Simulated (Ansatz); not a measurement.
TeF2, relaxed as a singlet with RKS PBE0-D4/def2-TZVP in Ansatz, starting from the GFN2-xTB geometry. Force threshold 0.02 eV/Å.

In the def2 sets Te takes a core potential; there is no spin–orbit coupling.

Start:

```xyz
3

Te    0.2212   -0.8826    0.1357
F     1.2367    0.7697   -0.1292
F    -1.4579    0.1129   -0.0064
```

| step | energy (eV) | largest force component (eV/Å) | SCF passes |
| --- | --- | --- | --- |
| 1 | -12724.3906 | 2.430 | 18 |
| 2 | -12724.5094 | 0.206 | 28 |
| 3 | -12724.5149 | 0.027 | 22 |
| 4 | -12724.5151 | 0.000 | 23 |

Force components are those of the run's own axes.

End:

Cartesian coordinates in Å:
```
Te 0.2053 -0.8187 0.1259
F 1.2465 0.7382 -0.1244
F -1.4518 0.0806 -0.0015
```

By distances, no bond broke or formed. The bond that changes most is Te1–F2, from 1.96 to 1.89 Å (atoms count from 1).

No frequencies were taken in this run, so the end may be a saddle point.

Hardware: 4 threads of Intel Xeon on a shared host. Wall time 7.5 s.
